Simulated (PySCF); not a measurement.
Electron correlation in B (boron, neutral)

[He] 2s2 2p1, 2P determinant. All numbers are calculated (PySCF 2.14, the spin-free X2C one-electron Hamiltonian (Gaussian nucleus), in dyall-acv3z). Frozen: nothing; 5 electrons correlated; the 5 highest virtual orbitals of each spin left out.

```json
{"level": "CCSD", "correlation energy (mhartree)": "-112.92"}
{"level": "(T)", "correlation energy (mhartree)": "-1.76"}
{"level": "CCSD(T)", "correlation energy (mhartree)": "-114.68"}
```

Diagnostics: T1 = 0.012, D1 = 0.0285, largest double amplitude 0.071.

Cost of the coupled-cluster step: of the order of 5 core-seconds, for 5 correlated electrons.
